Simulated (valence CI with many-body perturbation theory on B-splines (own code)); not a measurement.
**Gd³²⁺: electric-dipole lines**

Level of theory: configuration interaction combined with many-body perturbation theory (CI+MBPT): four valence electrons over a frozen Dirac-Fock core [Ar] 3d10, radial functions for each j: 11 s, 11 p, 10 d, 8 f, 5 g, 2 h, with the one-electron correlation potential Σ1 (screened to all orders), the two-electron term Σ2, the three-electron term Σ3, Breit, model QED; selected single and double excitations, second order for the rest, scaled by the run's own slope (own B-spline code, finite nucleus).

No measured spectrum was set against this ion. As an estimate, large intervals hold to a few tenths of a per cent, small ones and those within an open d or f shell to about a per cent. Among the levels kept, up to 370 cm⁻¹ of a level comes from second order outside the variational space, and about a tenth of that is noise between levels of different J, which matters for small intervals.

Lines 101 to 150 of 578 in falling wavelength, among levels below 429.04 eV, chosen from the strongest by gf and those to the six lowest levels. Wavelengths and rates use the calculated energies. Electric multipoles are in the length gauge with retardation, E1 and E2 with the static RPA response of the core. Weak lines are less certain than strong ones. Lines between different terms over intervals too small for the method are left out, as are lines whose strength nearly cancels. Where a level lies close to another of its J and parity, the split of strength between their lines is uncertain. The highest levels of a list are the least certain.

Levels are named by their leading jj configuration (3d3/2^4 stands for four electrons in 3d with j = 3/2), which in mixed levels can hold well under half, so a name can repeat and another be missing. Letters in brackets count levels of one name in rising energy.

| λ vac (nm) | Upper | Lower | A (s⁻¹) | S (a.u.) with core polarisation | S without |
| --- | --- | --- | --- | --- | --- |
| 10.29 | (4s 4p3/2^2 4d3/2) J=0 [a] | (4s^2 4p3/2 4d3/2) J=1 | 1.33e+11 | 7.12e-02 | 7.63e-02 |
| 10.26 | (4p1/2 4p3/2^2 4d5/2) J=2 [b] | (4s 4p1/2 4p3/2 4d5/2) J=3 [c] | 4.22e+10 | 1.13e-01 | 1.20e-01 |
| 10.25 | (4p1/2 4p3/2^2 4d3/2) J=2 [b] | (4s 4p1/2 4p3/2 4d3/2) J=3 [c] | 5.77e+10 | 1.53e-01 | 1.64e-01 |
| 10.24 | (4s 4p1/2 4p3/2 4f7/2) J=5 [a] | (4s 4p1/2 4p3/2 4d5/2) J=4 [c] | 1.30e+10 | 7.59e-02 | 8.15e-02 |
| 10.20 | (4p1/2^2 4p3/2 4d5/2) J=4 | (4s 4p1/2^2 4d5/2) J=3 | 4.17e+10 | 1.96e-01 | 2.11e-01 |
| 10.20 | (4s 4p1/2 4p3/2^2) J=1 [a] | (4s^2 4p1/2 4p3/2) J=2 | 6.26e+08 | 9.83e-04 | 1.06e-03 |
| 10.18 | (4s 4p1/2 4p3/2 4d3/2) J=1 [d] | (4s 4p1/2 4p3/2^2) J=1 [b] | 5.13e+10 | 8.02e-02 | 8.57e-02 |
| 10.18 | (4p1/2 4p3/2^2 4d5/2) J=4 [a] | (4s 4p1/2 4p3/2 4d5/2) J=5 | 2.51e+10 | 1.18e-01 | 1.26e-01 |
| 10.17 | (4s 4p3/2^2 4d5/2) J=3 [a] | (4s^2 4p3/2 4d3/2) J=2 | 2.58e+10 | 9.39e-02 | 1.01e-01 |
| 10.16 | (4s 4p3/2^2 4d3/2) J=2 [c] | (4s^2 4p3/2 4d3/2) J=3 | 8.32e+10 | 2.15e-01 | 2.31e-01 |
| 10.16 | (4p1/2 4p3/2^2 4d5/2) J=3 [b] | (4s 4p1/2 4p3/2 4d5/2) J=4 [c] | 1.71e+10 | 6.21e-02 | 6.65e-02 |
| 10.15 | (4s 4p3/2^2 4d3/2) J=2 [b] | (4s^2 4p3/2 4d3/2) J=2 | 2.79e+10 | 7.20e-02 | 7.74e-02 |
| 10.15 | (4s 4p1/2 4p3/2^2) J=0 | (4s^2 4p1/2 4p3/2) J=1 | 8.74e+10 | 4.51e-02 | 4.82e-02 |
| 10.15 | (4s 4p3/2^2 4d5/2) J=2 [c] | (4s^2 4p3/2 4d5/2) J=1 | 2.87e+10 | 7.39e-02 | 7.95e-02 |
| 10.13 | (4s 4p1/2 4p3/2 4f5/2) J=2 [c] | (4s 4p1/2 4p3/2 4d5/2) J=2 [e] | 3.41e+10 | 8.73e-02 | 9.34e-02 |
| 10.11 | (4p1/2 4p3/2^2 4d3/2) J=4 | (4s 4p1/2 4p3/2 4d3/2) J=4 | 2.32e+10 | 1.07e-01 | 1.15e-01 |
| 10.11 | (4s 4p1/2 4p3/2 4f5/2) J=3 [d] | (4s 4p1/2 4p3/2 4d5/2) J=2 [c] | 2.30e+10 | 8.22e-02 | 8.79e-02 |
| 10.11 | (4s 4p3/2^2 4d3/2) J=1 [b] | (4s^2 4p3/2 4d3/2) J=2 | 8.71e+10 | 1.33e-01 | 1.42e-01 |
| 10.05 | (4s 4p1/2^2 4p3/2) J=1 | (4s^2 4p1/2^2) J=0 | 1.03e+11 | 1.55e-01 | 1.66e-01 |
| 10.05 | (4s^2 4p3/2 4d3/2) J=1 | (4s^2 4p3/2^2) J=2 | 4.31e+10 | 6.48e-02 | 6.96e-02 |
| 10.04 | (4s 4p1/2 4p3/2 4f7/2) J=5 [a] | (4s 4p1/2 4p3/2 4d5/2) J=4 [b] | 2.20e+10 | 1.21e-01 | 1.30e-01 |
| 10.04 | (4s 4p3/2^2 4d5/2) J=4 [b] | (4s^2 4p3/2 4d3/2) J=3 | 2.23e+10 | 1.00e-01 | 1.07e-01 |
| 10.02 | (4s 4p3/2^2 4d5/2) J=3 [b] | (4s^2 4p3/2 4d3/2) J=3 | 5.25e+10 | 1.83e-01 | 1.96e-01 |
| 10.02 | (4s 4p1/2 4d3/2 4d5/2) J=4 [c] | (4s 4p1/2 4p3/2 4d5/2) J=3 [b] | 2.61e+10 | 1.16e-01 | 1.25e-01 |
| 10.02 | (4p1/2^2 4p3/2 4d5/2) J=1 | (4s 4p1/2^2 4d5/2) J=2 | 8.36e+10 | 1.24e-01 | 1.33e-01 |
| 10.01 | (4s 4p1/2 4p3/2 4d5/2) J=1 [b] | (4s^2 4p1/2 4d5/2) J=2 | 7.95e+10 | 1.18e-01 | 1.26e-01 |
| 9.985 | (4p1/2^2 4p3/2^2) J=0 | (4s 4p1/2^2 4p3/2) J=1 | 1.43e+11 | 7.02e-02 | 7.51e-02 |
| 9.983 | (4s 4p1/2 4d3/2 4d5/2) J=4 [a] | (4s 4p1/2 4p3/2 4d5/2) J=4 [a] | 1.52e+10 | 6.70e-02 | 7.18e-02 |
| 9.970 | (4p1/2^2 4p3/2 4d3/2) J=2 | (4s 4p1/2^2 4d3/2) J=1 | 2.43e+10 | 5.94e-02 | 6.36e-02 |
| 9.963 | (4s 4p3/2^2 4d3/2) J=1 [c] | (4s^2 4p3/2 4d3/2) J=0 | 7.02e+10 | 1.03e-01 | 1.10e-01 |
| 9.958 | (4s 4p1/2 4p3/2 4d5/2) J=3 [d] | (4s^2 4p1/2 4d5/2) J=3 | 7.87e+10 | 2.69e-01 | 2.88e-01 |
| 9.947 | (4s 4p3/2^2 4d5/2) J=4 [b] | (4s^2 4p3/2 4d5/2) J=4 | 7.25e+10 | 3.17e-01 | 3.40e-01 |
| 9.942 | (4p1/2 4p3/2^2 4d3/2) J=2 [a] | (4s 4p1/2 4p3/2 4d3/2) J=3 [a] | 3.05e+10 | 7.40e-02 | 7.91e-02 |
| 9.936 | (4s 4p1/2 4p3/2 4d3/2) J=3 [c] | (4s^2 4p1/2 4d3/2) J=2 | 5.47e+10 | 1.85e-01 | 1.99e-01 |
| 9.921 | (4p1/2 4p3/2^2 4d5/2) J=3 [c] | (4s 4p1/2 4p3/2 4d5/2) J=4 [c] | 6.75e+10 | 2.28e-01 | 2.43e-01 |
| 9.918 | (4s 4p1/2 4p3/2^2) J=1 [a] | (4s^2 4p1/2 4p3/2) J=1 | 1.12e+11 | 1.61e-01 | 1.73e-01 |
| 9.892 | (4p1/2^2 4p3/2 4d3/2) J=3 | (4s 4p1/2^2 4d3/2) J=2 | 3.44e+10 | 1.15e-01 | 1.24e-01 |
| 9.887 | (4p1/2 4p3/2^2 4d3/2) J=1 [c] | (4s 4p1/2 4p3/2 4d3/2) J=2 [d] | 6.25e+10 | 8.94e-02 | 9.56e-02 |
| 9.883 | (4s^2 4p3/2 4d3/2) J=2 | (4s^2 4p3/2^2) J=2 | 4.82e+08 | 1.15e-03 | 1.24e-03 |
| 9.882 | (4p1/2 4p3/2^2 4d5/2) J=2 [c] | (4s 4p1/2 4p3/2 4d5/2) J=3 [b] | 4.16e+10 | 9.92e-02 | 1.06e-01 |
| 9.868 | (4s 4p1/2 4p3/2 4f7/2) J=5 [b] | (4s 4p1/2 4p3/2 4d5/2) J=4 [b] | 3.04e+10 | 1.58e-01 | 1.69e-01 |
| 9.849 | (4p1/2 4p3/2^2 4d3/2) J=1 [a] | (4s 4p1/2 4p3/2 4d3/2) J=2 [a] | 5.54e+10 | 7.84e-02 | 8.39e-02 |
| 9.831 | (4s 4p3/2^2 4d3/2) J=1 [c] | (4s^2 4p3/2 4d3/2) J=2 | 9.46e+10 | 1.33e-01 | 1.42e-01 |
| 9.813 | (4s 4p1/2 4d3/2 4d5/2) J=2 [b] | (4s 4p1/2 4p3/2 4d3/2) J=2 [c] | 2.48e+10 | 5.79e-02 | 6.20e-02 |
| 9.801 | (4s 4p1/2 4p3/2^2) J=1 [b] | (4s^2 4p1/2 4p3/2) J=2 | 1.83e+11 | 2.55e-01 | 2.73e-01 |
| 9.782 | (4s 4p1/2 4p3/2 4f7/2) J=3 [b] | (4s 4p1/2 4p3/2 4d5/2) J=3 [d] | 2.51e+10 | 8.11e-02 | 8.67e-02 |
| 9.781 | (4s 4p3/2^2 4d5/2) J=2 [c] | (4s^2 4p3/2 4d5/2) J=3 | 6.74e+10 | 1.56e-01 | 1.66e-01 |
| 9.781 | (4s 4p1/2 4d5/2^2) J=4 [b] | (4s 4p1/2 4p3/2 4d5/2) J=3 [d] | 4.24e+10 | 1.76e-01 | 1.89e-01 |
| 9.777 | (4s 4p3/2^3) J=1 | (4s^2 4p3/2^2) J=0 | 7.92e+09 | 1.10e-02 | 1.18e-02 |
| 9.776 | (4s 4p1/2 4p3/2^2) J=2 [b] | (4s^2 4p1/2 4p3/2) J=2 | 1.52e+11 | 3.51e-01 | 3.75e-01 |
